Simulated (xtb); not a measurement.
C2HBrClF, SMILES F/C=C(\Cl)Br. All values are semi-empirical tight-binding results from xtb (GFN2-xTB unless named), good for trends rather than for accurate numbers. Geometry optimised at GFN2-xTB.

Optimised geometry:

Bond lengths (Å): F1–C2 1.333, C2–C3 1.328, C2–H6 1.080, C3–Cl4 1.714, C3–Br5 1.887. Bond angles (°): F1–C2–C3 122.0, F1–C2–H6 113.6, C3–C2–H6 124.4, C2–C3–Cl4 124.7, C2–C3–Br5 118.4, Cl4–C3–Br5 116.9.

Question: Estimate the properties. (The exact figures need the calculation; the answer reports its results.)

Answer: 
```yaml
point_group_as_xtb_finds_it: Cs
orbital_gap: 4.17 eV
zero_point_energy: 15.1 kcal/mol
G − E(el) at 298.15 K (modified RRHO): -4.4 kcal/mol
static polarisability (D4 model): 60.0 bohr³
solvation energy, GFN2-xTB/ALPB(water): -0.8 kcal/mol
solvation energy, GFN2-xTB/ALPB(dmso): -5.7 kcal/mol
```

Computed atomic charges and the Wiberg bond orders between heavy atoms:
charges (e) F1 -0.18, C2 0.11, C3 0.13, Cl4 -0.08, Br5 -0.08, H6 0.10. Bond orders F1–C2 1.00, C2–C3 1.77, C3–Cl4 1.03, C3–Br5 1.01.
